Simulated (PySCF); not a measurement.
Computed IR spectrum (relative IR intensity) of a molecule C2H7FO2Si. Geometry: PBE0-D3(BJ)/def2-SVP. One conformer was computed; it need not be the lowest. Method: PySCF 2.14.0 with PBE0-D3(BJ)/def2-SVP. Frequencies are harmonic and unscaled.

Lines under 2 % of the strongest are left out, and lines within 2 cm⁻¹ are merged.

ν (cm⁻¹): 196 (w), 228 (m), 255 (w), 277 (m), 331 (w), 355 (m), 409 (s), 458 (vw), 678 (m), 748 (s), 816 (m), 851 (w), 884 (vs), 933 (m), 969 (vs), 1006 (w), 1079 (m), 1145 (m), 1265 (m), 1306 (m), 1361 (w), 1405 (vw), 1452 (w), 2265 (s), 2990 (m), 3054 (w), 3149 (w), 3162 (w), 3862 (m), 3939 (s) (against the strongest line: vs over 80 %, s over 45 %, m over 15 %, w over 4 %, vw less)

Question: Which structure fits?
A) C[C@@H](O)[Si@@H](O)F
B) C[Si@](O)(F)CO
C) CO[Si@H](F)CO
D) OC[Si@H](O)CF

Answer: A, C[C@@H](O)[Si@@H](O)F
